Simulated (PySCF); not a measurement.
2-selenophenecarboxylic acid, C5H4O2Se.
Z-matrix (Å and degrees, PBE0-D3(BJ)/def2-SVP geometry), rows numbered from 1:
```
O 
C   1  1.2052
O   2  1.3432  1  122.90
C   2  1.4666  1  124.67  3  -179.99
C   4  1.3734  2  124.79  1    -1.66
C   5  1.4194  4  114.55  2  -179.92
C   6  1.3714  5  114.41  4    -0.10
Se  7  1.8466  6  112.27  5     0.15
H   3  0.9688  2  106.60  1    -0.12
H   5  1.0917  4  120.89  2    -0.03
H   6  1.0916  5  123.07  4   179.91
H   7  1.0902  6  126.87  5  -179.87
```

All values: CAM-B3LYP/def2-SVPD (PySCF, non-relativistic), on one gas-phase PBE0-D3(BJ)/def2-SVP geometry that isn't relaxed in the solvent. The solvent is an IEF-PCM continuum (van der Waals radii × 1.2). Only the electrostatic response of the medium enters. Spin–orbit coupling is left out although an atom past zinc is present.

Gas phase at CAM-B3LYP/def2-SVPD: HOMO -8.54 eV, LUMO -0.83 eV, dipole 2.14 D.

What does the continuum do to the energy, the frontier levels and the dipole at CAM-B3LYP/def2-SVPD in cyclohexane and acetone?

| solvent | ε | E(solvent) − E(gas) (kcal/mol) | polarisation term (kcal/mol) | distortion of the solute (kcal/mol) | HOMO (eV) | LUMO (eV) | dipole (D) |
| --- | --- | --- | --- | --- | --- | --- | --- |
| cyclohexane | 2.017 | -2.97 | -3.13 | 0.16 | -8.48 | -0.80 | 2.44 |
| acetone | 20.49 | -7.10 | -8.10 | 1.00 | -8.46 | -0.81 | 2.90 |

The first energy column is the sum of the next two and covers electrostatics alone. From cyclohexane to acetone the lowering changes by a factor 2.39, Onsager's factor (ε − 1)/(2ε + 1) by 2.30 and ε itself by 10.2.

Which radius a makes the point-dipole formula ΔE = −[(ε − 1)/(2ε + 1)]·μ²/a³ give the value in acetone, with the gas-phase dipole?

μ = 0.842 au and |ΔE| = 0.01132 Eh give a = 1.63 Å; the farthest nucleus lies 3.57 Å from the centroid of the nuclei, so such a sphere wouldn't even hold the nuclei. The formula assumes a rigid point dipole at the centre of a sphere.

How does the static polarisability (CAM-B3LYP/def2-SVPD, frozen core, with the continuum's full static response) change?

```csv
medium,isotropic (au),principal values (au),⟨r²⟩ of the electrons (bohr²)
gas,89.5,"54.9, 100.0, 113.7",1230.4
cyclohexane,102.5,"61.4, 116.3, 129.8",1230.0
acetone,125.5,"76.3, 145.5, 154.7",1229.4
```

The isotropic value in acetone is 1.40 times the gas-phase one; no cavity-field correction is applied. ⟨r²⟩ is taken about the centre of nuclear charge.
